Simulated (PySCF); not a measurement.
C₂H₅NOSi, SMILES [Si@H](N)(C#C)O. Geometry optimised at B3LYP-D3(BJ)/def2-SVP. The structure was generated by enumeration; whether it is a known compound was not checked. The values are those of a single conformer.

Method: PySCF 2.14.0 with B3LYP-D3(BJ)/def2-SVP.

Harmonic wavenumbers (cm⁻¹): 120, 143, 174, 260, 296, 346, 389, 414, 607, 734, 743, 744, 799, 847, 894, 920, 941, 1531, 2151, 2269, 3455, 3582, 3681, 3859. Rotational constants (GHz): 6.211, 2.873, 2.174; symmetry number 1.

### Question
Work out the zero-point energy and the ideal-gas rigid-rotor harmonic-oscillator thermochemistry at 298.15 K and 1 atm.

### Answer
ZPE = ½ Σ hcν = ½ × 29899 cm⁻¹ = 42.74 kcal/mol. H − E(el) = 47.99 kcal/mol. Entropy in cal/(mol K): translation 39.31, rotation 26.52, vibration 16.45, total 82.28. G − E(el) = 23.46 kcal/mol. Cp = 27.62 cal/(mol K). Modes under 150 cm⁻¹ make the vibrational entropy uncertain.
